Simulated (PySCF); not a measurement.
C6H4S2.
Bonds: C1–C2 (aromatic), C2–C3 (aromatic), C3–S4 (aromatic), S4–C5 (aromatic), C5–C6 (aromatic), C6–C7 (aromatic), C7–S8 (aromatic), C1–S8 (aromatic), C3–C7 (aromatic). Hydrogens: H9 on C1; H10 on C2; H11 on C5; H12 on C6.

Method used: PySCF 2.14.0, PBE0/cc-pVDZ geometry optimisation, gas phase.

Entries marked ? are missing. Bonds in one row agree within 0.01 Å.

| coordinate | value |
| --- | --- |
| C1–C2, C5–C6 | 1.367 Å |
| C2–C3, C6–C7 | 1.423 Å |
| C3–S4, C7–S8 | ? |
| C1–S8, S4–C5 | ? |
| C3–C7 | ? |
| C1–H9, C5–H11 | 1.088 Å |
| C2–H10, C6–H12 | 1.089 Å |
| C2–C1–S8 | ? |
| C1–C2–C3 | 110.9° |
| C2–C3–S4 | ? |
| C2–C3–C7 | 114.0° |
| S4–C3–C7 | 110.7° |
| C3–S4–C5 | ? |

Question: Fill in the missing values.

Answer: 
- C3–S4, C7–S8 = 1.734 Å, aromatic (ring-fusion aromatic carbon to thiophene-type sulfur); 0.05 Å below the sum of covalent radii, 1.78 Å.
- C1–S8, S4–C5 = 1.738 Å, aromatic (aromatic CH next to a ring sulfur to thiophene-type sulfur); 0.04 Å below the sum of covalent radii, 1.78 Å.
- C3–C7 = 1.391 Å, aromatic (both ends ring-fusion aromatic carbon); 0.07 Å below the sum of covalent radii, 1.46 Å.
- C2–C1–S8 = 113.4°, at the aromatic CH next to a ring sulfur, inside a 5-membered ring; the outer atoms are 2.603 Å apart.
- C2–C3–S4 = 135.3°, at the ring-fusion aromatic carbon; the outer atoms are 2.922 Å apart.
- C3–S4–C5 = 91.0°, at the thiophene-type sulfur, inside a 5-membered ring; the outer atoms are 2.477 Å apart.

Radii are Cordero's, carbon taken as 0.76, 0.73 or 0.69 Å for four, three, and two or fewer neighbours.

PBE0/cc-pVDZ frequencies: not computed here.

The run took 26 s wall on an Arm Neoverse V1 with one thread, shared host with 64 logical CPUs at a one-minute load of 18, and the process peaked at 0.58 GiB of memory. This is the geometry optimisation.
